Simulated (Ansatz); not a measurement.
TaOCl3 (TaCl3O), relaxed as a singlet with RKS PBE-D4/def2-SVP in Ansatz, starting from the GFN2-xTB geometry. Force threshold 0.02 eV/Å.

In the def2 sets Ta takes a core potential; there is no spin–orbit coupling.

Start:

Cartesian coordinates in Å:
```
Ta -0.020 -0.055 0.176
O -0.207 -0.567 1.778
Cl 1.815 1.141 -0.151
Cl -1.686 1.214 -0.538
Cl 0.098 -1.732 -1.265
```

```json
{"step": "1", "energy (eV)": "-41144.2153", "largest force component (eV/Å)": "2.439", "SCF passes": "28"}
{"step": "2", "energy (eV)": "-41144.5842", "largest force component (eV/Å)": "0.581", "SCF passes": "35"}
{"step": "3", "energy (eV)": "-41144.6283", "largest force component (eV/Å)": "0.120", "SCF passes": "36"}
{"step": "4", "energy (eV)": "-41144.6286", "largest force component (eV/Å)": "0.010", "SCF passes": "32"}
```

Force components are those of the run's own axes.

End:

```
atom    x (Å)    y (Å)    z (Å)
 Ta1  -0.0058  -0.0159   0.0499
  O2  -0.1962  -0.5355   1.6816
 Cl3   1.9525   1.1938  -0.0356
 Cl4  -1.8450   1.2768  -0.4524
 Cl5   0.0945  -1.9192  -1.2435
```

By distances, no bond broke or formed. The bond that changes most is Ta1–Cl4, from 2.21 to 2.30 Å (atoms count from 1).

No frequencies were taken in this run, so the end may be a saddle point.

It took 9 s on 4 threads of Arm Neoverse N1 on a shared host.
